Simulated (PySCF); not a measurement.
BiF₃, SMILES [Bi]([F])([F])[F].

Geometry optimised at PBE-D3(BJ)/def2-SVP. The isomer is the one that the SMILES or the coordinates give; other isomers of the formula were not compared. The def2 effective core potentials stand for the cores of Bi; spin–orbit coupling is left out.

Level of theory: PBE-D3(BJ)/def2-SVP in PySCF.

Frequencies are harmonic and unscaled.

Modes within 1.5 cm⁻¹ of each other (mostly degenerate sets) share a row, with their intensities summed.

```
mode  ν (cm⁻¹)  IR (km/mol)  moving atoms (share of kinetic energy)
----  --------  -----------  --------------------------------------
1–2        157          9.1                                  F 96 %
3          177         17.1                         F 86 %, Bi 14 %
4–5        572        126.5                         F 90 %, Bi 10 %
6          582         31.4                                  F 92 %
```
